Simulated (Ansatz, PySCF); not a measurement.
Stretching the N6–H7 bond in CH5GeN (SMILES [CH3][Ge][NH2]) (multiplicity 1 held, fragments rigid). Energies count from the point at 1.010 Å.
Geometry at that point (charge 0, multiplicity 1):
```tsv
atom	x (Å)	y (Å)	z (Å)
Ge	-0.2170	-0.0101	0.4452
C	0.7303	1.3957	-0.6510
H	0.3907	2.3968	-0.3807
H	0.5942	1.2501	-1.7247
H	1.8012	1.3407	-0.4297
N	-0.0364	-1.3548	-0.7861
H	0.4026	-1.2654	-1.6915
H	-0.3701	-2.2905	-0.6131
```

Unrestricted levels (U-) break spin symmetry where that is lower. Active spaces are followed from a long bond inwards. Curves can end on different states.

Correlated levels freeze the cores. Filled d and f shells under p-block atoms count as core. Rows in 3-21G, LANL2DZ carry no dispersion term and start afresh at each structure; the Pople sets are all-electron and without relativity. LANL2DZ brings its own core potentials from Na on.

The values were computed with Ansatz (an electronic-structure program) with Gaussian orbitals; PySCF for 3-21G rows, LANL2DZ rows. 

Other levels give for the energy at R = 3.233 Å: U-PBE/cc-pVTZ 105.66; U-B3LYP/cc-pVTZ 110.80; U-wB97X-V/cc-pVTZ 116.04; FIC-MRCISD+Q on CASSCF(2,2)/cc-pVTZ 118.59 kcal/mol.

### Question
What do these common cheap choices give for the same quantity: R-HF/3-21G, U-HF/LANL2DZ, R-BP86/LANL2DZ, R-B3LYP/LANL2DZ, U-B3LYP/LANL2DZ?

### Answer
R-HF/3-21G 209.78; U-HF/LANL2DZ 97.22; R-BP86/LANL2DZ 129.52; R-B3LYP/LANL2DZ 146.41; U-B3LYP/LANL2DZ 112.73 kcal/mol. They span 97.22 to 209.78 kcal/mol.

Doubts at one or more of the structures used: a restricted determinant that unrestricted orbitals would lower (R-HF/3-21G); a spin-contaminated determinant (U-HF/LANL2DZ, U-B3LYP/LANL2DZ, U-PBE/cc-pVTZ, U-B3LYP/cc-pVTZ, U-wB97X-V/cc-pVTZ).
